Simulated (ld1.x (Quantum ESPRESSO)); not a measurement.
## Se (Z = 34): one change to an ultrasoft potential, before and after

* Element: Se
* Generator: ld1.x (Quantum ESPRESSO) 7.5
* Type: ultrasoft
* Functional: LDA (PZ)
* Relativity: fully relativistic
* Frozen core: [Ar] 3d10
* Valence charge: 6
* Reference configuration: 4s2 4p2.5 (charge +1.5)
* Partial waves: 4s (bound): rcut 1.45, rcutus 1.70 bohr; 4s channel at -1.65 Ry: rcut 1.45, rcutus 1.70 bohr; 4p (bound): rcut 1.05, rcutus 1.30 bohr; 4p channel at -1.15 Ry: rcut 1.05, rcutus 1.30 bohr; 4d channel at 0.35 Ry: rcut 1.20, rcutus 1.35 bohr
* Local potential: all-electron potential smoothed inside 1.40 bohr (lloc = -2)
* Core correction: none
* Augmentation charge: PSQ, inside the norm-conserving radii

Open shells are filled in proportion to 2j + 1 (rel_dist='average').

Change: all radii scaled by about 1.15 (s 1.96, p 1.50, d 1.56 bohr, rcut 1.68/1.22/1.38); local potential all-electron potential smoothed inside 1.62 bohr (lloc = -2).

Cutoffs: the cutoffs (Ry, on a coarse ladder) from which the occupation-weighted sum of valence levels, in a spherical-Bessel basis at the reference potential, stays within 10 and 1 mRy of its value at 400 Ry; they do not see the model core or the augmentation charge, which bear on the density cutoff. Errors are all-electron minus pseudo energies relative to the spin-unpolarised reference configuration.

Q: Predict the effect on cutoff, ghosts and configuration errors.

A: The potential gets softer (35 Ry and 40 Ry → 15 Ry and 25 Ry); the bound ghost in p disappears; the number of tests with a reliable result goes from 7 to 3 (the test run of the changed file stopped, so its transferability is not established); of the 3 tests that both files solve, the error grows in 3 and shrinks in 0 by more than 15 % and 0.3 meV (median size 2.2 → 3.2 meV). A larger radius leaves more room for a smooth pseudo-wave, so fewer plane waves are needed. More of the atom is replaced by a form fitted at one configuration, so other configurations suffer.

```csv
quantity,base,changed
"cutoff, loose",35 Ry,15 Ry
"cutoff, tight",40 Ry,25 Ry
loose cutoff by channel (10 mRy a level),"s 6 Ry, p 35 Ry","s 6 Ry, p 8 Ry"
bound ghosts,"p3/2, p1/2",none
tests with a reliable result,7 of 7,3 of 7 (the test run stopped)
"error for 4s2 4p4, meV [ΔE -20.03 eV]",+7.0,+11
"error for 4s2 4p3, meV [ΔE -9.02 eV]",+1.3,+2.0
"error for 4s2 4p2, meV [ΔE 11.55 eV]",+2.2,+3.2
lowest overlap eigenvalue by channel,"s 0.40, p1/2 0.71, p3/2 0.72, d3/2 1.00, d5/2 1.00","s 0.38, p1/2 0.64, p3/2 0.64, d3/2 1.00, d5/2 1.00"
```

 A true bound ghost makes a file unfit for plane-wave use even where its test errors are small: the radial tests pick states by their node count and pass the ghost by.
